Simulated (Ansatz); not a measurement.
Trimethylaluminium (TMA). Total charge 0; spin multiplicity 1. The geometry is a stationary point of PBE0-D4/def2-TZVP.

```xyz
13

C    -1.350   -1.418   -0.030
Al   -0.033    0.032   -0.023
C     0.126    1.197    1.543
C     1.191    0.253   -1.536
H    -2.242   -1.179    0.556
H    -0.915   -2.320    0.419
H    -1.668   -1.695   -1.039
H    -0.828    1.340    2.060
H     0.532    2.183    1.299
H     0.811    0.750    2.274
H     0.758   -0.086   -2.482
H     2.096   -0.345   -1.375
H     1.521    1.288   -1.664
```

Q: What is the dipole moment at r2SCAN/def2-TZVPP? (Estimate.)

A: Computed: 0.00 D, zero by symmetry or nearly so.

Q: Give the Mulliken charges with r2SCAN, PBE, ωB97M-V in def2-TZVPP. (Estimate.)

A: Computed: 
| atom | r2SCAN | PBE | ωB97M-V |
| --- | --- | --- | --- |
| C1 | -0.40 | -0.45 | -0.53 |
| Al2 | 0.67 | 0.53 | 0.66 |
| C3 | -0.40 | -0.45 | -0.53 |
| C4 | -0.40 | -0.45 | -0.53 |
| H5 | 0.06 | 0.09 | 0.11 |
| H6 | 0.06 | 0.09 | 0.10 |
| H7 | 0.06 | 0.09 | 0.11 |
| H8 | 0.06 | 0.09 | 0.11 |
| H9 | 0.06 | 0.09 | 0.11 |
| H10 | 0.06 | 0.09 | 0.10 |
| H11 | 0.06 | 0.09 | 0.11 |
| H12 | 0.06 | 0.09 | 0.10 |
| H13 | 0.06 | 0.09 | 0.11 |
